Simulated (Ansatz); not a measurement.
A nudged elastic band was laid between two geometries of CH5Ga (7 atoms, charge 0, multiplicity 1).

The calculation used Ansatz 0.2.0, RKS revPBE/def2-mTZVP.

```json
{
 "movable images": "7",
 "climbing image": "yes",
 "spring": "5.0 eV/Å²",
 "optimiser": "quadratic models (default)",
 "start path": "through a guess of the saddle point",
 "force threshold": "0.05 eV/Å",
 "iteration limit": "60",
 "end points": "relaxed"
}
```

Image 0:

```xyz
7
Properties=species:S:1:pos:R:3
Ga 0.269 -0.066 0.490
H -0.157 -0.435 1.980
C 2.202 0.065 0.007
H 2.705 -0.899 0.189
H 2.357 0.345 -1.044
H 2.711 0.806 0.646
H -0.876 0.184 -0.591
```

Image 8:

```xyz
7
Properties=species:S:1:pos:R:3
Ga -1.926 -0.291 0.201
H 2.001 0.134 1.551
C 2.522 0.086 0.585
H 2.470 -0.937 0.188
H 2.053 0.779 -0.128
H 3.574 0.369 0.728
H -1.484 -0.141 -1.447
```

Q: What changes between the two ends?

A: Bonds broken: Ga1–H2, Ga1–C3. Bonds formed: H2–C3. CH5Ga becomes CH4 + GaH.

Q: What energy profile does the band end with?

A: The run converged. The highest image is number 3 of 0 to 8, 57.7 kcal/mol above the first end and 52.2 kcal/mol above the last; the last end lies 5.5 kcal/mol above the first. Neighbouring images differ by up to 1.9 eV, so the band resolves the path poorly. A vibrational analysis at the climbing image gives one clearly imaginary mode, 1035i cm⁻¹: a first-order saddle point. The orbitals stay closed-shell, which can raise the energy where a bond breaks towards radicals; this wasn't checked here.

```json
{"image": "0", "path coordinate (Å)": "0.00", "energy (kcal/mol)": "0.0", "Ga1–H2 (Å)": "1.59", "Ga1–C3 (Å)": "2.00", "H2–C3 (Å)": "3.12"}
{"image": "1", "path coordinate (Å)": "0.85", "energy (kcal/mol)": "0.0", "Ga1–H2 (Å)": "1.59", "Ga1–C3 (Å)": "2.00", "H2–C3 (Å)": "3.13"}
{"image": "2", "path coordinate (Å)": "1.69", "energy (kcal/mol)": "13.8", "Ga1–H2 (Å)": "1.54", "Ga1–C3 (Å)": "1.99", "H2–C3 (Å)": "2.58"}
{"image": "3", "path coordinate (Å)": "2.54", "energy (kcal/mol)": "57.7", "Ga1–H2 (Å)": "1.57", "Ga1–C3 (Å)": "2.40", "H2–C3 (Å)": "1.89"}
{"image": "4", "path coordinate (Å)": "3.19", "energy (kcal/mol)": "22.6", "Ga1–H2 (Å)": "1.87", "Ga1–C3 (Å)": "2.64", "H2–C3 (Å)": "1.24"}
{"image": "5", "path coordinate (Å)": "3.85", "energy (kcal/mol)": "7.1", "Ga1–H2 (Å)": "2.52", "Ga1–C3 (Å)": "3.28", "H2–C3 (Å)": "1.10"}
{"image": "6", "path coordinate (Å)": "4.51", "energy (kcal/mol)": "5.9", "Ga1–H2 (Å)": "3.17", "Ga1–C3 (Å)": "3.79", "H2–C3 (Å)": "1.10"}
{"image": "7", "path coordinate (Å)": "5.16", "energy (kcal/mol)": "5.6", "Ga1–H2 (Å)": "3.57", "Ga1–C3 (Å)": "4.09", "H2–C3 (Å)": "1.10"}
{"image": "8", "path coordinate (Å)": "5.81", "energy (kcal/mol)": "5.5", "Ga1–H2 (Å)": "4.17", "Ga1–C3 (Å)": "4.48", "H2–C3 (Å)": "1.10"}
```

Q: What is the geometry of the highest image?

A: 
```xyz
7
Properties=species:S:1:pos:R:3
Ga -0.304 -0.004 0.621
H 0.859 0.337 1.614
C 2.054 0.029 0.183
H 2.226 -0.997 -0.174
H 2.117 0.751 -0.643
H 2.779 0.281 0.967
H -0.519 -0.398 -0.889
```

The band took 15 iterations and about 3 core-minutes.

Time of the run: 3.2 min on 1 thread of Intel(R) Xeon(R) Platinum 8175M CPU @ 2.50GHz (Skylake/Cascade Lake), with other jobs on the host, peak memory 0.15 GiB.
